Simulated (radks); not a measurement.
Isoelectronic series with 33 electrons, all held in the configuration [Ar] 3d10 4s2 4p3, which need not be the ground one along the series. All-electron calculation, scalar-relativistic Kohn-Sham, BLYP, spin-polarised, spherical densities, point nucleus; open shells are filled with parallel spins first (spin-orbit coupling, left out, can overturn this in heavy ions). Program: a radial shooting solver on a logarithmic mesh with Libxc functionals. Total energies (hartree) and mean radii <r> (bohr) (* marks an orbital that is empty in some or all of the ions):

ion    E (hartree)  4p down*   4p up  4s down   4s up
As     -2261.27029     2.670   2.518    1.938   1.935
Sr5+   -3173.13219     1.407   1.394    1.272   1.271
Tc10+  -4255.82618     1.030   1.026   0.9705  0.9699
Cd15+  -5512.51394    0.8234  0.8215   0.7895  0.7891
I20+   -6947.56676    0.6884  0.6874   0.6663  0.6661
Ce25+   -8566.3525    0.5922  0.5916   0.5761  0.5760
Eu30+  -10375.2947    0.5197  0.5193   0.5068  0.5067
Er35+  -12382.0259    0.4628  0.4625   0.4515  0.4515
